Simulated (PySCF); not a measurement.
Zr⁺: interval between two levels

Zr⁺ [Kr] 4d2 5s1 [4F9/2, M_J = 9/2] → Zr⁺ [Kr] 4d1 5s2 [2D5/2, M_J = 5/2], as a difference of total energies. Computed with PySCF 2.14 in x2c-TZVPall-2c with one added diffuse shell each of s, p, d type (9s10p8d1f, 86 functions), with the two-component X2C-1e Hamiltonian. Correlated levels: [Ar] 3d10 frozen; the 6 highest virtual spinors dropped. "Screened" scales the spin-orbit matrix elements by Boettger's factors to mimic the two-electron term; Breit and QED terms are absent.

| method | interval between two levels (cm⁻¹) |
| --- | --- |
| GHF (spin-free) | 18228 |
| GMP2 (spin-free) | 12039 |
| GHF (screened spin-orbit) | 18117 |
| GMP2 (screened spin-orbit) | 11919 |

The labels give the starting determinants; with spin-orbit coupling the two ends relaxed to ⟨J²⟩ = 24.76, ⟨L²⟩ = 12.02, ⟨S²⟩ = 3.76 and ⟨J²⟩ = 9.98, ⟨L²⟩ = 7.22, ⟨S²⟩ = 0.79.

The determinant of the upper state mixes levels of different J (the jj label is only the starting occupation), so the difference between spin-free and spin-orbit rows is not the physical spin-orbit shift.
